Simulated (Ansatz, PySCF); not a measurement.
Process, species as SMILES: Br[C]Br -> Br[C]Br as doublet, charge -1 (an electron is taken up)
Geometries: B3LYP-D3(BJ)/def2-TZVP minima from Ansatz (a quantum-chemistry and plane-wave program). Unstable Hartree-Fock reference: Br[C]Br. High T1 diagnostic, so coupled cluster is less sure: Br[C]Br.

Quantity: adiabatic electron affinity (0 K, with B3LYP-D3(BJ) harmonic zero-point energies from PySCF), positive where the reaction releases energy, in eV. Correlated levels leave the core frozen unless marked. Open shells are spin-unrestricted. Spin-orbit coupling is left out. The frozen core is the preceding noble-gas configuration, with the filled d and f shells of earlier blocks. Non-relativistic. Anions need diffuse functions: aug- sets have them; def2-D sets add few; the other sets have none. Basis-set limits of correlation are two-point, X^-3; Hartree-Fock from the larger set. [CCSD(T)-MP2]/basis is that difference in the basis named.

| level | program | adiabatic electron affinity (eV) | minus last row |
|---|---|---|---|
| HF-D3(BJ)/def2-TZVPD | PySCF + dftd3 | 1.86 | -0.13 |
| revPBE-D4/def2-TZVPD | Ansatz + dftd4 | 1.91 | -0.08 |
| revPBE/def2-TZVPD | Ansatz | 1.90 | -0.09 |
| BP86/def2-TZVPD | PySCF | 2.04 | 0.05 |
| M06-L-D4/def2-TZVPD | PySCF + dftd4 | 1.70 | -0.29 |
| PBE0/def2-QZVPP | Ansatz | 2.00 | 0.01 |
| BHLYP/def2-TZVPD | Ansatz | 2.15 | 0.16 |
| PW6B95-D3(BJ)/def2-TZVPD | PySCF + dftd3 | 1.99 | 0.00 |
| PW6B95-D4/def2-TZVPD | PySCF + dftd4 | 1.99 | 0.00 |
| HSE06-D4/def2-TZVPD | Ansatz + dftd4 | 2.04 | 0.05 |
| wB97M-V/def2-TZVPD | Ansatz | 1.91 | -0.08 |
| wB97X-V/def2-TZVPD | Ansatz | 2.01 | 0.02 |
| B2PLYP/def2-TZVPD | Ansatz | 1.97 | -0.02 |
| MP2/aug-cc-pVDZ | Ansatz | 1.94 | -0.05 |
| MP2/cc-pVDZ | Ansatz | 1.47 | -0.52 |
| SCS-MP2/6-31G | Ansatz | 1.98 | -0.01 |
| SCS-MP2/cc-pVDZ | Ansatz | 1.45 | -0.54 |
| SCS-MP2/cc-pVTZ | Ansatz | 1.68 | -0.31 |
| CCSD/STO-3G | Ansatz | -2.78 | -4.77 |
| CCSD(T)/cc-pVTZ | Ansatz | 1.72 | -0.27 |
| RI-MP2/CBS(aug-cc-pVTZ,aug-cc-pVQZ)+[CCSD(T)-MP2]/aug-cc-pVTZ | Ansatz | 1.99 | 0.00 |
